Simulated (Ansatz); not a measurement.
Molecule: HgCl$_{2}$ (charge 0, singlet). SMILES: [Cl][Hg][Cl]
Geometry from a B3LYP-D3(BJ)/def2-TZVP (Ansatz, a quantum-chemistry and plane-wave program) optimisation:
```xyz
3

Hg     0.0000     0.0000     0.0000
Cl     0.0000     0.0000    -2.2848
Cl     0.0000     0.0000     2.2848
```
Charge 0, spin multiplicity 1.

Quantity: atomisation energy (electronic, to ground-state atoms), in kcal/mol. Valence correlation only, unless marked. UHF or UKS for open shells. Spin-orbit coupling is left out. Frozen are the shells of the preceding noble gas and the d and f shells that filled before the atom's block. Past Kr the def2 sets carry scalar-relativistic core potentials. The coupled-cluster limit lacks core correlation, which all-electron functionals hold. CBS(X,Y): correlation extrapolated as X^-3; Hartree-Fock from the larger set. The bracket is a focal-point correction in the basis named.

```tsv
level	program	atomisation energy (kcal/mol)
revPBE-D3(BJ)/def2-TZVPD	Ansatz + dftd3	?
B3LYP-D3(BJ)/def2-TZVPD	Ansatz + dftd3	100.6
B2PLYP-D4/def2-TZVPD	Ansatz + dftd4	101.4
RI-MP2/CBS(def2-TZVPPD,def2-QZVPPD)+[CCSD(T)-MP2]/def2-TZVPPD	Ansatz	?
```

Question: Fill in the missing entries.

Answer: 
- revPBE-D3(BJ)/def2-TZVPD, atomisation energy (kcal/mol): 103.0
- RI-MP2/CBS(def2-TZVPPD,def2-QZVPPD)+[CCSD(T)-MP2]/def2-TZVPPD, atomisation energy (kcal/mol): 107.6
